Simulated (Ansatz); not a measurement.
Basis-set extrapolation for `N[Si]1(F)NB1O` (PBE0-D4/def2-TZVP geometry, frozen core, Ansatz). Multiplicity 1, RHF reference.

```json
{"": "HF", "def2-TZVPP": "-599.466963", "def2-QZVPP": "-599.491415"}
{"": "MP2 correlation", "def2-TZVPP": "-1.109564", "def2-QZVPP": "-1.199365"}
{"": "CCSD(T) correlation", "def2-TZVPP": "-1.173421", "def2-QZVPP": "not run"}
```

Energies in hartree. Use E(X) = E(∞) + A·exp(−7.88·√X) for Hartree–Fock and E(X) = E(∞) + B·X^(−2.97) for correlation, with X = 3 and 4, and add CCSD(T) minus MP2 of the smaller set to the MP2 limit.

Question: What is the CCSD(T) energy at the basis-set limit?

Answer: HF limit: -599.491415 + (-0.024452) × 0.13774 = -599.49478. MP2 limit: -1.199365 + (-0.089801) × 0.74074 = -1.26588. Higher-order term: -1.173421 − (-1.109564) = -0.06386. Total: -600.82452 hartree, 5.01 eV below CCSD(T)/def2-TZVPP.
